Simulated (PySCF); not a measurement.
Task: Give a GFN2-xTB geometry of `C/C(=C/[S-])CC(F)(F)F`. (Charge -1.)

Result: 
```
atom  x, y, z in Å
C1    -1.462   -0.821    0.090
C2    -0.592    0.356   -0.243
C3    -1.053    1.622   -0.313
S4    -0.149    3.004   -0.719
C5     0.856    0.084   -0.547
C6     1.600   -0.596    0.574
F7     1.397   -0.076    1.791
F8     2.948   -0.572    0.390
F9     1.313   -1.918    0.694
H10   -2.504   -0.511    0.160
H11   -1.383   -1.597   -0.678
H12   -1.180   -1.276    1.045
H13   -2.108    1.797   -0.106
H14    0.990   -0.550   -1.434
H15    1.322    1.061   -0.727
```

Any rigid rotation of these coordinates is as good. Atoms count from 1 in this order. Of the pairs four or more bonds apart, S4···H15 is among the closest relative to their van der Waals radii: 2.44 Å, 81 % of the sum of Bondi's values. The 3 C–F bonds span 1.339 Å (C6–F7, drawn single) to 1.361 Å (C6–F8, drawn single), a spread of 0.022 Å. C3 (alkene CH carbon) is planar (angles 126.4°, 118.1° and 115.4°, sum 360.0°, 0.01 Å off the plane of its three neighbours). The 4 C–C bonds span 1.349 Å (C2=C3, drawn double in one of several resonance forms) to 1.507 Å (C5–C6, drawn single), a spread of 0.158 Å.

Bonds between heavy atoms (Å): C1–C2 1.501, C2=C3 1.349, C3–S4 1.700, C2–C5 1.505, C5–C6 1.507, C6–F7 1.339, C6–F8 1.361, C6–F9 1.358.

The geometry is computed with GFN2-xTB (gas phase).

Point group: C1 (no symmetry element, even within 0.4 Å). Stationary, but not proved a minimum. Torsions: C1–C2–C5–C6 -59°.

One conformer stands for the species.
